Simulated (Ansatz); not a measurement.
Consider the atomization: `F[SiH2]S[SiH3]` → F• + 5 H• + S• + 2 Si•.

Gas-phase electronic energies from Ansatz, PBE0-D4/def2-TZVP geometries. CCSD(T)/CBS is frozen-core, at the limit of the def2 triple- and quadruple-zeta sets. Functionals use def2-TZVPP. Open shells (•) are unrestricted, without spin–orbit coupling. Spin–orbit coupling would lower the free atoms: a little for F, S, Si. Each species was taken in one conformer, which may not be the lowest.

CCSD(T)/CBS gives +2907.1 kJ/mol.

**Question.** Another level gave +2801.0 kJ/mol. Which?
A. r2SCAN-D4/def2-TZVPP
B. PBE-D4/def2-TZVPP
C. MP2/def2-TZVPP
D. BHLYP/def2-TZVPP

**Answer.** D. BHLYP 2801.0, PBE-D4 2868.1, MP2/def2-TZVPP 2839.4, r2SCAN-D4 2892.2 kJ/mol.

Largest T1 diagnostic among the species: 0.012.

Leaving LDA and LC-ωPBE aside and taking each functional with its dispersion term where it has one, the values, not all of them listed here, spread over 97.6 kJ/mol, from revPBE-D4 to ωB97X-V. LDA lies +365.8 kJ/mol from PBE without D4, its usual overbinding. From r2SCAN to r2SCAN0 (25 % exact exchange), in def2-TZVPP and without D4, ΔE moves by −34.7 kJ/mol: exact exchange takes away binding that semilocal exchange gives to molecules. In def2-TZVPP, CCSD(T) changes the Hartree–Fock value by +629.2 kJ/mol (the triples alone add +33.7 kJ/mol) and MP2 by +654.4 kJ/mol; breaking electron pairs costs correlation energy, which Hartree–Fock lacks.

CCSD(T)/CBS has its own doubt, a few kJ/mol and more with outer-core shells, so smaller differences from it don't rank the levels.
